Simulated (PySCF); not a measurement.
C6H6O.
Structure used (GFN2-xTB), in Å, numbered top down from 1:
```
atom  x, y, z in Å
C1     3.3714   -0.0170   -0.1706
C2     2.2215   -0.3606   -0.2145
C3     0.8485   -0.7994   -0.2664
O4     0.5293   -1.9139   -0.5920
C5    -0.1173    0.3005    0.1427
C6    -1.5439   -0.1325    0.0344
C7    -2.4378    0.4575   -0.7352
H8     4.3752    0.2918   -0.1303
H9     0.0777    1.1797   -0.4770
H10    0.1235    0.5673    1.1777
H11   -1.8056   -1.0010    0.6228
H12   -2.1920    1.3170   -1.3381
H13   -3.4549    0.1111   -0.7937
```

Level of theory: PySCF 2.14.0, delta-SCF UKS SCAN, pcX-2 on the ionised atom, pcseg-1 elsewhere, spin-free X2C. The ground state was rerun for each ionised atom, in the same mixed basis as its hole state.

```json
{"ionised atom": "C1", "basis functions": "159", "E(ground) (Eh)": "-307.32486", "E(ionised) (Eh)": "-296.62791"}
{"ionised atom": "C2", "basis functions": "159", "E(ground) (Eh)": "-307.32618", "E(ionised) (Eh)": "-296.62481"}
{"ionised atom": "C3", "basis functions": "159", "E(ground) (Eh)": "-307.32623", "E(ionised) (Eh)": "-296.52385"}
{"ionised atom": "C5", "basis functions": "159", "E(ground) (Eh)": "-307.31993", "E(ionised) (Eh)": "-296.61803"}
{"ionised atom": "C6", "basis functions": "159", "E(ground) (Eh)": "-307.32176", "E(ionised) (Eh)": "-296.63918"}
{"ionised atom": "C7", "basis functions": "159", "E(ground) (Eh)": "-307.32102", "E(ionised) (Eh)": "-296.65358"}
{"ionised atom": "O4", "basis functions": "159", "E(ground) (Eh)": "-307.34608", "E(ionised) (Eh)": "-287.58274"}
```

Q: What are the 1s binding energies?

A: E(ionised) − E(ground), at 27.2114 eV a hartree:

```
atom                    environment  difference (Eh)  binding energy (eV)
  C1         terminal alkyne carbon         10.69695               291.08
  C2                  alkyne carbon         10.70137               291.20
  C3         ketone carbonyl carbon         10.80238               293.95
  C5  sp3 carbon next to a carbonyl         10.70190               291.21
  C6               alkene CH carbon         10.68258               290.69
  C7           terminal =CH2 carbon         10.66744               290.28
  O4                  ketone oxygen         19.76334               537.79
```

Q: How much do the ground-state energies differ, and what would follow from using one of them for all holes?

A: They run from -307.3461 Eh (core basis on O4) to -307.3199 Eh (on C5), 0.0262 Eh or 0.71 eV apart, though the state is the same; only basis and grid differ. Pairing the ion of C5 with the ground state of O4 would put its binding energy 0.71 eV too high.

Only 1s holes are shown. The unrestricted hole states depart most from a pure doublet (⟨S²⟩ = 0.75; over 0.85 named) for C 1s of C2 (0.86), which makes this value less certain. Isolated species at its GFN2-xTB geometry (one conformer only).

The run took 78 s on one thread, Arm Neoverse V2, no GPU, on a shared host.
